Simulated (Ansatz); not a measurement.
Ansatz (a program for electronic structure) input (CCSD(T)/aug-cc-pVDZ):

Ansatz 0.2 input:
```yaml
crystal:
  periodic: [false, false, false]
  atoms:
    - {symbol: C, position_ang: [-0.05325798, 1.56288294, 0.21977705]}
    - {symbol: C, position_ang: [-0.40980896, 0.08480291, 0.25930687]}
    - {symbol: C, position_ang: [-1.71775829, -0.22871434, -0.44000999]}
    - {symbol: O, position_ang: [0.60725214, -0.69073573, -0.39973606]}
    - {symbol: C, position_ang: [1.75379242, -0.88129556, 0.29015315]}
    - {symbol: H, position_ang: [0.91243860, 1.74031365, 0.69347775]}
    - {symbol: H, position_ang: [-0.80975672, 2.14958304, 0.74400018]}
    - {symbol: H, position_ang: [0.00078800, 1.90948661, -0.81389437]}
    - {symbol: H, position_ang: [-0.45906921, -0.25306841, 1.30230955]}
    - {symbol: H, position_ang: [-1.66413917, 0.06569161, -1.48955737]}
    - {symbol: H, position_ang: [-1.93516915, -1.29573738, -0.39153000]}
    - {symbol: H, position_ang: [-2.53777583, 0.31620600, 0.02988877]}
    - {symbol: H, position_ang: [2.48038015, -1.48993304, -0.22602373]}
    - {symbol: H, position_ang: [1.71648291, -0.84271200, 1.37385529]}
basis:
  gaussian:
    orbitals: aug-cc-pVDZ
magnetization: {spin_polarized: true, initial_magnetization: 1}
correlation: {method: ccsd_t, electrons: outside_noble_gas}
output: {forces: true}
```

End of the output:

```
mean field: 1.07 GiB planned
mean field evaluation 1: about -6296.4122 eV, gradient 2.7e1 eV
mean field evaluation 2: about -6296.4129 eV, gradient 2.7e1 eV
mean field evaluation 4: about -6300.6173 eV, gradient 3.7e0 eV
mean field evaluation 8: about -6300.7145 eV, gradient 2.5e-1 eV
mean field evaluation 16: about -6300.6979 eV, gradient 1.2e0 eV
mean field evaluation 32: about -6296.4682 eV, gradient 1.2e-1 eV
mean field -6300.71612702 eV, -231.5470468894 hartree, gradient 1.8e-6 eV, S^2 0.761687; 0 other end points of the search recorded, 0 dependent functions left out
5 core orbitals not correlated
reference -6300.71612702 eV, -231.5470468894 hartree; 16, 15 occupied and 175, 176 virtual orbitals, 1926 factors
densities: 12.71 GiB planned
second order -21.00398043 eV of doubles, -0.00000000 eV of singles
coupled cluster: 10.24 GiB planned
cycle   1  -21.94944448 eV  change   -9.5e-1 eV  update   1.1e-1
cycle   2  -22.52488909 eV  change   -5.8e-1 eV  update   3.2e-2
cycle   3  -22.67633356 eV  change   -1.5e-1 eV  update   2.0e-2
cycle   4  -22.67877237 eV  change   -2.4e-3 eV  update   7.8e-3
cycle   5  -22.67738072 eV  change    1.4e-3 eV  update   4.2e-3
cycle   6  -22.67827286 eV  change   -8.9e-4 eV  update   1.7e-3
cycle   7  -22.67803162 eV  change    2.4e-4 eV  update   6.0e-4
cycle   8  -22.67802516 eV  change    6.5e-6 eV  update   2.4e-4
cycle   9  -22.67807412 eV  change   -4.9e-5 eV  update   1.0e-4
cycle  10  -22.67804030 eV  change    3.4e-5 eV  update   4.0e-5
cycle  11  -22.67803461 eV  change    5.7e-6 eV  update   1.7e-5
cycle  12  -22.67804851 eV  change   -1.4e-5 eV  update   8.0e-6
cycle  13  -22.67805210 eV  change   -3.6e-6 eV  update   3.7e-6
perturbative correction -0.74448058 eV, -0.0273591568 hartree
the calculation of the forces begins
0.90 GiB of device memory are held for the factors and their scratch space
Total energy: -6324.13865971 eV, -232.4078090891 hartree
Atom 0 at    -0.053258     1.562883     0.219777 Å, force    -0.002694    -0.073420    -0.018727 eV/Å
Atom 1 at    -0.409809     0.084803     0.259307 Å, force     0.083666     0.049529     0.081700 eV/Å
Atom 2 at    -1.717758    -0.228714    -0.440010 Å, force     0.076497    -0.008100    -0.010205 eV/Å
Atom 3 at     0.607252    -0.690736    -0.399736 Å, force    -0.474949    -0.182481    -0.791368 eV/Å
Atom 4 at     1.753792    -0.881296     0.290153 Å, force     0.332757     0.259970     0.230477 eV/Å
Atom 5 at     0.912439     1.740314     0.693478 Å, force     0.427094     0.074492     0.218220 eV/Å
Atom 6 at    -0.809757     2.149583     0.744000 Å, force    -0.347630     0.251137     0.247255 eV/Å
Atom 7 at     0.000788     1.909487    -0.813894 Å, force     0.023119     0.134973    -0.468579 eV/Å
Atom 8 at    -0.459069    -0.253068     1.302310 Å, force    -0.025848    -0.142110     0.445316 eV/Å
Atom 9 at    -1.664139     0.065692    -1.489557 Å, force     0.039168     0.137350    -0.464960 eV/Å
Atom 10 at    -1.935169    -1.295737    -0.391530 Å, force    -0.088690    -0.468126     0.031292 eV/Å
Atom 11 at    -2.537776     0.316206     0.029889 Å, force    -0.355819     0.253580     0.229596 eV/Å
Atom 12 at     2.480380    -1.489933    -0.226024 Å, force     0.336327    -0.293200    -0.235247 eV/Å
Atom 13 at     1.716483    -0.842712     1.373855 Å, force    -0.022997     0.006406     0.505231 eV/Å
Dipole moment:    -0.197720     0.109544     0.191603 e Å
```

It need not be the lowest isomer of its formula.
